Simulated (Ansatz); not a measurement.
# Energy profile

The step: GeSiH₆ ([SiH3][GeH3]) + AsH₃ → GeAsH₅ ([GeH3][AsH2]) + SiH₄; bonds formed: Ge1–As7, Si2–H6; bonds broken: Ge1–Si2, H6–As7 (atoms numbered as in the saddle structure below).

Ge1  (-1.235, 0.687, 0.761)
Si2  (0.479, -1.256, 0.429)
H3  (-2.490, 0.615, -0.124)
H4  (-0.719, 2.134, 0.878)
H5  (-1.633, 0.225, 2.188)
H6  (1.113, -0.790, -0.948)
As7  (0.357, 0.947, -1.663)
H8  (0.726, -2.457, 1.304)
H9  (-0.734, -1.715, -0.322)
H10  (1.317, -0.232, 1.127)
H11  (1.278, 0.229, -2.654)
H12  (1.542, 1.614, -0.978)
(Å)

Electronic energies by CCSD(T) at an estimated basis limit (MP2 extrapolated from triple and quadruple zeta, plus CCSD(T) − MP2 in triple zeta), on PBE0-D4/def2-TZVP structures; GeSiAsH9, closed shell; no counterpoise correction. Ansatz 0.2.0; basis: def2-TZVPP and def2-QZVPP; cores frozen in the correlated methods. Filled d shells of the heavier atoms are correlated. The def2 sets are not built for correlating such inner shells, so the correlated values are less sure here. Extrapolation: Hartree–Fock as exp(−7.88 √X), correlation as X^−2.97.

Task: Give the profile in eV, counted from the separated reactants. (To be estimated.)

Result: The calculation gives:
```
                                                                                                                     point      eV
separated: GeSiH6 (linked as [SiH3][GeH3]; Ge1, Si2, H3, H4, H5, H8, H9, H10; singlet) + AsH3 (H6, As7, H11, H12; singlet)   0.000
                                                                                                           start structure  -0.078
                                                                                                                    saddle   3.042
                                                                                                             end structure  -0.288
separated: GeAsH5 (linked as [GeH3][AsH2]; Ge1, H3, H4, H5, As7, H11, H12; singlet) + SiH4 (Si2, H6, H8, H9, H10; singlet)  -0.212
```

T1 diagnostic: at most 0.015. The restricted Hartree–Fock reference is unstable towards an unrestricted one at one or more of these structures.

For scale, one of the runs: CCSD(T)/def2-TZVPP, 264 basis functions, launched by `ansatz run in.yaml --threads 8 --pin off --events-out ev --progress --plain --max-ram 19148MiB`. Time: 2.9 min of wall clock on 8 CPU threads of an Arm Neoverse V2; the host was shared. Peak host memory: 6.2 GiB.
